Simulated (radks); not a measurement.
As24+, 9 electrons, occupied as [He] 2s2 2p5. All-electron calculation, Dirac Kohn-Sham, PBE, spin-unpolarised, spherical densities, finite nucleus; open shells are shared between the two j in proportion to 2j + 1; Fermi nuclear charge, rms radius 4.0968 fm. Program: a radial shooting solver on a logarithmic mesh with Libxc functionals.

Normalised radial functions P(r) = r R(r) (large component), r in bohr:

r,2p1/2
0.002236,0.0091
0.002461,0.0106
0.002709,0.0124
0.002982,0.0144
0.003309,0.0171
0.003642,0.0200
0.004009,0.0234
0.004413,0.0275
0.004858,0.0323
0.005348,0.0379
0.005886,0.0446
0.006479,0.0525
0.007132,0.0617
0.007851,0.0726
0.008642,0.0855
0.009513,0.1006
0.01047,0.1183
0.01153,0.1390
0.01269,0.1633
0.01397,0.1915
0.0155,0.2273
0.01706,0.2658
0.01878,0.3102
0.02067,0.3613
0.02275,0.4198
0.02504,0.4863
0.02757,0.5616
0.03035,0.6462
0.0334,0.7406
0.03677,0.8451
0.04047,0.9597
0.04455,1.0838
0.04904,1.2168
0.05398,1.3571
0.05942,1.5027
0.06541,1.6508
0.07258,1.8098
0.07989,1.9506
0.08794,2.0804
0.0968,2.1935
0.1066,2.2837
0.1173,2.3450
0.1291,2.3716
0.1421,2.3592
0.1564,2.3045
0.1722,2.2069
0.1895,2.0679
0.2086,1.8921
0.2297,1.6866
0.2528,1.4611
0.2783,1.2266
0.3063,0.9949
0.3399,0.7599
0.3741,0.5674
0.4118,0.4045
0.4533,0.2741
0.499,0.1756
0.5493,0.1057
0.6046,0.0594
0.6656,0.0310

2p1/2: eigenvalue -2464.0 eV, 0 radial nodes, <r> = 0.168 bohr, 90 % of the charge inside 0.274 bohr.
